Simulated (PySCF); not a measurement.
These compounds are isomers of formula C5H12Si2.

A. `[SiH3]C(CC#C)(C)[SiH3]`
B. `[SiH2]1C=C(CC[SiH3])C1`
C. `C[Si](CC#C)(C)[SiH3]`

Spectrum 1. ¹H NMR (500 MHz, computed): δ 5.69 (t, 1H), 4.82 (m, 2H), 3.88 (t, 3H), 2.23 (t, 2H), 1.90 (m, 2H), 0.97 (m, 2H). ¹³C{¹H} NMR (computed): δ 180.6 (C), 131.4 (CH), 38.5 (CH2), 19.0 (CH2), 11.7 (CH2).

Spectrum 2. ¹H NMR (500 MHz, computed): δ 3.87 (s, 6H), 2.49 (d, 2H), 1.62 (t, 1H), 1.40 (s, 3H). ¹³C{¹H} NMR (computed): δ 86.1 (C), 79.6 (CH), 28.6 (CH2), 21.5 (CH3), 8.4 (C).

Spectrum 3. ¹H NMR (500 MHz, computed): δ 3.37 (s, 3H), 1.74 (d, 2H), 1.31 (t, 1H), 0.27 (s, 6H). ¹³C{¹H} NMR (computed): δ 86.5 (C), 73.7 (CH), 8.3 (CH2), -0.8 (CH3).

Computational details: GFN2-xTB structure, shielding tensors at PBE0/pcSseg-1 (GIAO), in PySCF (one conformer, no relativistic terms, no solvent model, one averaged value for each set of equivalent atoms).

Referencing at the same level of theory: ¹H and ¹³C against TMS. Where no couplings were computed, multiplicities follow the n + 1 count of equivalent neighbours, and m marks all less simple cases (inequivalent or close neighbours, rings, F or P nearby). Shifts are as computed. Against solution values, carbons near 30 ppm lie about +3 ppm off and those near 130 ppm about +5 ppm. Of 1211 compounds with measured shifts, 218 miss one by over three times the rms of a fit or turn the order of signals round; such compounds aren't used in these exercises.

Task: Match each spectrum to its structure.

Result: 1–B, 2–A, 3–C.

- Spectrum 1 (B): 5 ¹³C signals; δC 131.4 is an alkene CH; δC 38.5 is an allylic sp3 CH2.
- Spectrum 2 (A): 5 ¹³C signals; δC 86.1 is an alkyne carbon; δC 79.6 is a terminal alkyne carbon.
- Spectrum 3 (C): 4 ¹³C signals; δC 86.5 is an alkyne carbon; δC 73.7 is a terminal alkyne carbon.
